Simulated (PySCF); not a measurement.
# Electron correlation in Ru⁻ (ruthenium, charge -1)

[Kr] 4d7 5s2, high-spin 4F determinant. Calculation: PySCF 2.14, in def2-QZVPPD with the def2 core potential (28 electrons); a scalar-relativistic core potential. Frozen: 4s2 4p6; 9 electrons correlated.

MP2 pair energies summed by pair of shells (mhartree):

| pair | energy | share (%) |
| --- | --- | --- |
| 4d-4d | -166.01 | 71.2 |
| 4d-5s | -50.17 | 21.5 |
| 5s-5s | -16.88 | 7.2 |

Total MP2 correlation energy: -233.05 mhartree.

Same-spin part -89.87 and opposite-spin part -143.18 mhartree; SCS-MP2 scales them by 1/3 and 6/5 to -201.78 mhartree.

The Hartree-Fock reference does not bind the outermost electron (its level is positive or very diffuse), so these energies belong to a reference that the basis holds together.
